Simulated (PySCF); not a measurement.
Zn(Me)(OMe) (C2H6OZn), SMILES [O]([Zn][CH3])C.

The structure is a stationary point at B3LYP-D3(BJ)/def2-SVP. The structure was generated by enumeration; whether it is a known compound was not checked. Other conformers were not sampled.

All values below come from PBE/def2-TZVP (PySCF).

Estimate the frontier levels, gap, dipole moment and polarisability. (Estimate from the structure and the level; the computed values follow.)


```json
{
 "highest_occupied_level": "-5.62 eV",
 "lowest_empty_level": "-1.11 eV",
 "orbital_gap": "4.51 eV",
 "dipole_moment": "1.54 D",
 "quadrupole, principal values (traceless, Buckingham form, about the centre of nuclear charge)": "-4.17, 1.33, 2.85 D·Å",
 "mean_static_polarisability": "56.9 bohr³ (8.44 Å³)",
 "polarisability_principal_values": "45.6, 45.9, 79.2 bohr³"
}
```
